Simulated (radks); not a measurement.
Question: Radial electron density D(r) = 4 pi r^2 rho(r) of an atom or ion with 4 electrons. Calculated with a radial shooting solver on a logarithmic mesh with Libxc functionals: scalar-relativistic Kohn-Sham, BP86, spin-polarised, spherical densities, point nucleus.

r (bohr),D(r) (e/bohr)
0.008995,0.5573
0.009981,0.6724
0.01099,0.7980
0.01209,0.9452
0.01331,1.117
0.01477,1.335
0.01626,1.569
0.0179,1.839
0.0197,2.148
0.02186,2.531
0.02406,2.933
0.02649,3.383
0.02916,3.884
0.03235,4.482
0.03561,5.085
0.0392,5.731
0.04315,6.413
0.0475,7.120
0.0527,7.894
0.05801,8.597
0.06386,9.263
0.07029,9.863
0.07799,10.40
0.08585,10.77
0.0945,10.97
0.104,10.98
0.1154,10.76
0.1271,10.33
0.1399,9.683
0.154,8.850
0.1708,7.785
0.188,6.711
0.207,5.623
0.2278,4.595
0.2528,3.633
0.2783,2.947
0.3063,2.492
0.3372,2.276
0.3712,2.276
0.4118,2.460
0.4533,2.720
0.499,2.981
0.5493,3.163
0.6095,3.203
0.6709,3.064
0.7385,2.764
0.8129,2.341
0.902,1.812
0.9929,1.327
1.093,0.8988
1.203,0.5598
1.335,0.3025
1.469,0.1547
1.617,0.07112
1.78,0.02916
1.976,0.009639
2.175,0.003001
2.394,0.0008009

What is the nuclear charge?

Answer: Z = 10. The innermost maximum, from 1s, lies near gamma/Z bohr with gamma = sqrt(1 - (Z/c)^2) = 0.997, here 0.0997 bohr (found: 0.0999), and its height grows with Z. The density is that of the neon ion Ne6+ in [He] 2s2; the configuration itself is not fixed sharply by these data. D(r) has 2 maxima, at r = 0.0999, 0.590 bohr, and minima at 0.354 bohr, inside which lie 2.07 electrons.
